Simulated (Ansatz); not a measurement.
Cost and result for the atomization energy of CH$_{5}$BFNO (`COB(N)F`) (10 atoms, 9 bonds).

Z-matrix (Å, degrees):
```
C
O 1 1.410
H 1 1.093 2 109.4
H 1 1.092 2 108.8 3 -118.5
H 1 1.092 2 112.0 3 120.9
B 2 1.358 1 122.4 3 -113.0
F 6 1.346 2 120.6 1 -0.7
N 6 1.401 2 120.4 1 179.4
H 8 1.003 6 122.4 2 179.8
H 8 1.003 6 122.2 2 -0.0
```

The species carries charge 0 and has multiplicity 1. All single points use the PBE0-D4/def2-TZVP geometry. It is one conformer, not always the lowest. Program: Ansatz. Hardware: A = 2 threads of an AMD EPYC 7R13 on a shared host; B = 2 threads of an AMD EPYC 7R13 on a shared host and a share of an NVIDIA H100 80 GB. Times are those of one run each, without the atoms' runs, and a repeat can differ threefold. Electronic energies, without spin–orbit coupling; frozen cores. CCSD(T)/CBS extrapolates def2-TZVPP and def2-QZVPP, and its time is that of the two runs behind it. T1 = 0.011. B3LYP takes the VWN-RPA correlation (the form of Gaussian; ORCA's B3LYP/G).

CCSD(T)/CBS is a level of theory with its own doubt, some kJ/mol a heavy atom from the limit and from the frozen cores, so smaller differences don't rank the functionals.

```json
{"level": "PBE-D4/def2-TZVPP (with forces) [A]", "functions": "225", "wall time": "3.8 s", "atomization (kcal/mol)": "1011.8", "difference from CCSD(T)/CBS": "25.5", "per bond": "2.8"}
{"level": "PBE0-D4/def2-TZVPP [A]", "functions": "225", "wall time": "4 s", "atomization (kcal/mol)": "989.2", "difference from CCSD(T)/CBS": "2.9", "per bond": "0.3"}
{"level": "CCSD(T)/def2-TZVPP [B]", "functions": "225", "wall time": "4.5 s", "atomization (kcal/mol)": "960.9", "difference from CCSD(T)/CBS": "-25.4", "per bond": "-2.8"}
{"level": "B3LYP-D4/def2-TZVPP (with forces) [A]", "functions": "225", "wall time": "6 s", "atomization (kcal/mol)": "990.7", "difference from CCSD(T)/CBS": "4.4", "per bond": "0.5"}
{"level": "r2SCAN-D4/def2-TZVPP (with forces) [A]", "functions": "225", "wall time": "7 s", "atomization (kcal/mol)": "990.3", "difference from CCSD(T)/CBS": "4.0", "per bond": "0.4"}
{"level": "B2PLYP/def2-TZVPP [A]", "functions": "225", "wall time": "8 s", "atomization (kcal/mol)": "981.8", "difference from CCSD(T)/CBS": "-4.5", "per bond": "-0.5"}
{"level": "ωB97X-V/def2-TZVPP [A]", "functions": "225", "wall time": "9.5 s", "atomization (kcal/mol)": "989.3", "difference from CCSD(T)/CBS": "3.0", "per bond": "0.3"}
{"level": "ωB97M-V/def2-TZVPP (with forces) [A]", "functions": "225", "wall time": "15 s", "atomization (kcal/mol)": "992.9", "difference from CCSD(T)/CBS": "6.6", "per bond": "0.7"}
{"level": "CCSD(T)/def2-QZVPP [B]", "functions": "435", "wall time": "29 s", "atomization (kcal/mol)": "976.0", "difference from CCSD(T)/CBS": "-10.3", "per bond": "-1.1"}
{"level": "CCSD(T)/CBS(def2)", "functions": "–", "wall time": "33 s", "atomization (kcal/mol)": "986.3", "difference from CCSD(T)/CBS": "0.0", "per bond": "0.0"}
```

From PBE to PBE0 (25 % exact exchange), in def2-TZVPP and without D4, the atomization energy moves by −22.0 kcal/mol: exact exchange takes away binding that semilocal exchange gives to molecules. In def2-TZVPP, CCSD(T) changes the Hartree–Fock value by +239.4 kcal/mol (the triples alone add +14.0 kcal/mol) and MP2 by +263.2 kcal/mol; breaking electron pairs costs correlation energy, which Hartree–Fock lacks. The D4 term adds +5.4 kcal/mol with B3LYP and +2.8 kcal/mol with PBE0; it sums over pairs of atoms, weighted by their polarisabilities, and B3LYP, whose exchange is more repulsive, gets the larger term.
